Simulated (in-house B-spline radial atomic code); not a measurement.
Cs⁸⁺: [Ar] 3d9 4s2 4p6 4d10 5s1 5g1 (an excited or competing configuration)

Computed with a B-spline radial code for spherical atoms: Dirac-Hartree-Fock, average of configuration, Fermi nucleus of rms radius 4.8041 fm.

Z_r = [3n² - l(l+1)]/(2<r>); Z_e = n√(-2ε); the last column is Slater's effective charge. Values are occupation-weighted means over j. An effective charge above Z reflects the relativistic contraction of the inner shells.

| shell | electrons | ε (eV) | <r> (bohr) | Z_r | Z_e | Slater |
| --- | --- | --- | --- | --- | --- | --- |
| 1s | 2 | -36365 | 0.0261 | 57.46 | 51.70 | 54.70 |
| 2s | 2 | -5953.1 | 0.1115 | 53.82 | 41.84 | 50.85 |
| 2p | 6 | -5360.3 | 0.09796 | 51.04 | 39.70 | 50.85 |
| 3s | 2 | -1400.5 | 0.2955 | 45.68 | 30.44 | 43.75 |
| 3p | 6 | -1203.3 | 0.2933 | 42.62 | 28.21 | 43.75 |
| 3d | 9 | -916.29 | 0.2721 | 38.58 | 24.62 | 34.20 |
| 4s | 2 | -383.48 | 0.6809 | 35.25 | 21.24 | 28.10 |
| 4p | 6 | -316.24 | 0.7182 | 32.02 | 19.28 | 28.10 |
| 4d | 10 | -214.33 | 0.7847 | 26.76 | 15.88 | 16.85 |
| 5s | 1 | -133.6 | 1.477 | 25.39 | 15.67 | 12.70 |
| 5g | 1 | -44.595 | 2.971 | 9.26 | 9.05 | - |

The least bound orbital is 5g7/2 at -44.59 eV, and it is also the most diffuse (<r> = 2.971 bohr). The part-filled 3d shell lies below the filled 4d shell in orbital energy.

Spin-orbit splittings of the orbital energies (j = l + 1/2 above j = l - 1/2 when positive): 2p 353.8 eV, 3p 70.58 eV, 3d 14.84 eV, 4p 15.23 eV, 4d 2.682 eV, 5g -0.001582 eV.

For the 1s electron the small component carries 4.12 % of the norm, the zero-frequency Breit interaction raises the level by 92.27 eV, self-energy by 53.22 eV, and vacuum polarisation lowers it by 7.573 eV.
